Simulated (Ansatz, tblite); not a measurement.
Forces on `[Ag][S]c1ccc(C#Cc2ccc(C#Cc3ccccc3)cc2)cc1` at its PBE-D4/def2-SVP geometry. Total charge 0; singlet.

In the def2 sets Ag takes a core potential; there is no spin–orbit coupling. The xTB rows come from tblite. Single mean-field runs in def2-TZVP are fitted with def2-universal-jkfit. The restricted singlet is unstable towards broken spin symmetry in Hartree–Fock (as tested in another run); at PBE-D4/def2-TZVP, r2SCANh-D4/def2-TZVP this wasn't settled.

GFN2-xTB (tblite), largest force 1.78 eV/Å:

```xyz
37
positions Å, forces eV/Å
Ag   -2.230    9.832   -3.415   -0.180   -0.223    0.047
S    -4.049    8.376   -3.121    0.181    0.072   -0.006
C    -3.248    6.889   -2.559    0.544   -0.995    0.388
C    -3.157    6.606   -1.176    0.058   -0.132   -0.294
C    -2.608    5.404   -0.728    0.074   -0.088   -0.357
C    -2.126    4.436   -1.651   -0.248    0.517   -0.191
C    -1.561    3.215   -1.199    0.697   -1.532    0.567
C    -1.070    2.153   -0.806   -0.712    1.531   -0.568
C    -0.508    0.931   -0.354    0.233   -0.507    0.188
C    -0.028   -0.037   -1.277   -0.038    0.071    0.311
C     0.525   -1.236   -0.834   -0.058    0.109    0.295
C     0.624   -1.524    0.555   -0.231    0.492   -0.183
C     1.190   -2.744    1.007    0.705   -1.495    0.556
C     1.686   -3.803    1.401   -0.675    1.481   -0.548
C     2.268   -5.019    1.855    0.225   -0.480    0.172
C     2.364   -5.302    3.243    0.076   -0.133   -0.326
C     2.940   -6.498    3.684   -0.023    0.070   -0.355
C     3.431   -7.435    2.758   -0.157    0.322   -0.106
C     3.341   -7.167    1.382   -0.131    0.254    0.217
C     2.767   -5.974    0.929   -0.041    0.061    0.359
C     0.142   -0.556    1.479    0.042   -0.068   -0.309
C    -0.410    0.642    1.035    0.062   -0.108   -0.296
C    -2.226    4.723   -3.040   -0.047    0.103    0.352
C    -2.779    5.924   -3.482   -0.043    0.078    0.332
H    -3.529    7.349   -0.455    0.200   -0.446   -0.433
H    -2.542    5.192    0.349   -0.042    0.138   -0.626
H    -0.099    0.173   -2.354    0.041   -0.122    0.613
H     0.893   -1.976   -1.559   -0.212    0.422    0.409
H     1.979   -4.567    3.964    0.229   -0.438   -0.409
H     3.008   -6.704    4.763   -0.039    0.120   -0.660
H     3.884   -8.375    3.110   -0.284    0.589   -0.221
H     3.723   -7.897    0.651   -0.233    0.444    0.458
H     2.695   -5.761   -0.147    0.047   -0.133    0.618
H     0.213   -0.767    2.556   -0.043    0.122   -0.612
H    -0.779    1.382    1.760    0.210   -0.423   -0.411
H    -1.863    3.979   -3.765   -0.216    0.452    0.414
H    -2.860    6.136   -4.559    0.030   -0.124    0.616
```

PBE-D4/def2-TZVP (Ansatz), largest force 0.69 eV/Å:

```
Ag -0.163 -0.126 0.025
S 0.284 -0.073 0.051
C -0.002 -0.116 0.027
C 0.026 -0.041 -0.024
C 0.002 0.000 -0.042
C -0.031 0.075 -0.016
C 0.258 -0.566 0.211
C -0.270 0.575 -0.214
C 0.032 -0.073 0.027
C 0.008 -0.012 0.034
C -0.013 0.027 0.022
C -0.035 0.076 -0.028
C 0.275 -0.590 0.219
C -0.261 0.597 -0.220
C 0.037 -0.090 0.026
C 0.010 -0.020 -0.032
C -0.004 0.011 -0.048
C -0.018 0.034 0.003
C -0.023 0.047 0.007
C 0.000 -0.005 0.047
C -0.004 0.012 -0.036
C 0.016 -0.028 -0.019
C -0.010 0.021 0.019
C 0.007 -0.007 0.056
H 0.111 -0.212 -0.206
H -0.018 0.056 -0.298
H 0.018 -0.055 0.301
H -0.103 0.203 0.204
H 0.110 -0.210 -0.207
H -0.020 0.060 -0.308
H -0.133 0.274 -0.103
H -0.111 0.212 0.216
H 0.018 -0.055 0.301
H -0.019 0.054 -0.301
H 0.101 -0.204 -0.205
H -0.104 0.211 0.206
H 0.028 -0.062 0.303
```

r2SCANh-D4/def2-TZVP (Ansatz), largest force 1.68 eV/Å:

```
Ag -0.241 -0.219 0.047
S 0.428 -0.146 0.087
C 0.093 -0.330 0.110
C 0.063 -0.102 -0.126
C 0.029 -0.030 -0.162
C -0.162 0.353 -0.121
C 0.659 -1.439 0.534
C -0.668 1.436 -0.533
C 0.157 -0.344 0.128
C -0.002 0.003 0.147
C -0.036 0.072 0.125
C -0.162 0.350 -0.130
C 0.675 -1.442 0.536
C -0.658 1.450 -0.536
C 0.165 -0.357 0.126
C 0.039 -0.072 -0.130
C -0.008 0.029 -0.176
C -0.074 0.152 -0.041
C -0.066 0.128 0.098
C -0.008 0.005 0.161
C 0.008 -0.006 -0.148
C 0.042 -0.075 -0.120
C -0.024 0.058 0.139
C 0.008 0.001 0.181
H 0.211 -0.429 -0.408
H -0.036 0.113 -0.602
H 0.038 -0.115 0.608
H -0.208 0.413 0.410
H 0.220 -0.419 -0.412
H -0.040 0.121 -0.618
H -0.263 0.545 -0.205
H -0.222 0.423 0.425
H 0.038 -0.115 0.608
H -0.040 0.114 -0.607
H 0.206 -0.414 -0.412
H -0.206 0.419 0.411
H 0.047 -0.128 0.606
```
